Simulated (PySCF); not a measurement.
Core-level binding energies of `CC(C)[SiH2][SiH3]`

C₃H₁₂Si₂.
Structure used (PBE0-D3(BJ)/def2-SVP), in Å, numbered top down from 1:
```xyz
17
C3H12Si2 angstrom
C     -1.4120   -1.1836    0.2095
C     -0.9773    0.0834   -0.5244
C     -1.1669    1.3331    0.3332
Si     0.8121   -0.0601   -1.1548
Si     2.3455   -0.1350    0.6226
H     -1.3151   -2.0822   -0.4199
H     -0.8092   -1.3497    1.1182
H     -2.4656   -1.1128    0.5283
H     -1.5938    0.1887   -1.4367
H     -2.2163    1.4337    0.6580
H     -0.5482    1.2931    1.2456
H     -0.8973    2.2537   -0.2078
H      1.1538    1.1140   -2.0223
H      0.9693   -1.3010   -1.9811
H      1.9970   -1.2271    1.5859
H      3.7297   -0.3845    0.1121
H      2.3517    1.1598    1.3742
```

Method used: PySCF, delta-SCF UKS SCAN, pcX-2 on the ionised atom, pcseg-1 elsewhere, spin-free X2C. These are vertical core ionisation energies against the vacuum level, from separate self-consistent calculations with and without the core hole.

Q: Give the core binding energies atom by atom.

A: 
| atom(s) | environment | level | binding energy (eV) | 2p1/2 (eV) | above the level's lowest (eV) | count |
| --- | --- | --- | --- | --- | --- | --- |
| Si4 | SiH2 silicon | Si 2p3/2 | 106.08 | 106.71 | 0.00 | 1 |
| Si5 | SiH3 silicon | Si 2p3/2 | 106.32 | 106.95 | +0.24 | 1 |
| C2 | sp3 carbon bound to silicon | C 1s | 290.18 | – | 0.00 | 1 |
| C1/C3 | methyl carbon | C 1s | 290.58 | – | +0.40 | 2 |
| Si4 | SiH2 silicon | Si 1s | 1845.80 | – | 0.00 | 1 |
| Si5 | SiH3 silicon | Si 1s | 1846.04 | – | +0.24 | 1 |

Lowest listed C 1s: C2, bonded to 2 C, H and Si. Highest, 0.40 eV above it: C1/C3, bonded to C and 3 H. Summing the Pauling electronegativity differences to the bonded atoms, each weighted by its formal bond order, gives -1.00 for the lowest site and -1.05 for the highest; the largest sum, -1.00, belongs to C2, 0.40 eV below the top. The smallest sum, -1.05, belongs to C1/C3, 0.40 eV above the lowest.

The 2 Si 1s values lie within 0.24 eV of each other; Gaussian lines of 0.5 eV full width would blend them into one maximum.

The 2 Si 2p3/2 values lie within 0.24 eV of each other.

Q: What is the longest wavelength that can ionise C 1s of C1/C3 vertically?

A: λ = hc/E = 12398.42 eV Å / 290.58 eV = 42.668 Å.

Topologically equivalent atoms share the value of their first member; where this conformer doesn't relate them by symmetry, their own values could differ. Spin–orbit and ligand-field terms were added within each 2p shell after the spin-free SCF. 2p1/2 minus 2p3/2 (ligand field included): Si 0.62 eV. The structure is a single PBE0-D3(BJ)/def2-SVP conformer in the gas phase; no vibrational or solvent corrections.
